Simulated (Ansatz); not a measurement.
`COB(N)O` + `F[SiH2]O[SiH3]` → `NB(O)O[SiH3]` + `CO[SiH2]F`  (redistribution)

Computed with Ansatz on PBE0-D4/def2-TZVP structures; ΔE is electronic, products minus reactants. CCSD(T)/CBS is the MP2 limit (def2-TZVPP, def2-QZVPP) plus CCSD(T) − MP2 in def2-TZVPP, frozen cores. DFT in def2-TZVPP. HSE06 is defined as in plane-wave codes. Each species was taken in one conformer, which may not be the lowest.

```csv
level,ΔE (kJ/mol)
HSE06,15.4
MP2/CBS(def2),16.5
```

Question: What does CCSD(T)/CBS give? (Estimate.)

Answer: Computed: +16.3 kJ/mol. The listed levels differ from it by -0.9, 0.2 kJ/mol.

Largest T1 diagnostic among the species: 0.011.

Leaving LDA and LC-ωPBE aside and taking each functional with its dispersion term where it has one, the values, not all of them listed here, spread over 3.4 kJ/mol, from revPBE-D4 to BHLYP-D4.
